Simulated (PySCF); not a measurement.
# Computed properties of Ga(F)(Cl)(OH) (ClFGaHO), SMILES [F][Ga]([Cl])[OH]

Ga(F)(Cl)(OH) (ClFGaHO), SMILES [Ga]([OH])([F])[Cl]. The structure is a stationary point at ωB97X-D3(BJ)/def2-SVP. The values are those of a single conformer. All values are computed for the isolated molecule unless a solvent is named; none is compared with measurement here.

**Structure.** The optimised structure has Cs symmetry. All 9 harmonic modes at ωB97X-D3(BJ)/def2-SVP (PySCF) are real, so it is a minimum. With heavy atoms numbered as in [Ga:1]([F:2])([Cl:3])[OH:4], the shortest bond between them is Ga1–F2 at 1.745 Å and the longest Ga1–Cl3 at 2.109 Å.

**Vibrations.** The strongest infrared lines (harmonic, unscaled, degenerate partners summed) lie at 353 cm⁻¹ (133 km/mol, H 90 %, O 9 %), 766 cm⁻¹ (117 km/mol, O 56 %, Ga 25 %, F 17 %), 3904 cm⁻¹ (103 km/mol, H 94 %). The softest mode is at 151 cm⁻¹ and the zero-point energy is 10.8 kcal/mol.

**Electronic structure.** PBE0/def2-TZVPD (PySCF) places the frontier levels at -9.70 and -1.88 eV, a gap of 7.82 eV, and gives a dipole moment of 1.25 D and a mean polarisability of 43.5 bohr³.

**Excitations.** TDDFT-M06-2X/def2-SVPD (PySCF) has S1 at 6.70 eV (185 nm, f = 0.000, dark); the most intense of the 10 singlets computed lies at 8.59 eV (f = 0.26). T1 (TDA) is at 6.37 eV. No vertical singlet excitation falls in the visible range (under 3.1 eV).

**NMR.** GIAO shifts at KT2/pcSseg-1 (PySCF) (non-relativistic, atoms alike by connectivity averaged): ¹H at 2.7 ppm against TMS; ¹⁹F at -156.6 ppm against CFCl3. Without spin–orbit terms, shifts of atoms bonded to Cl or Br come out too high.
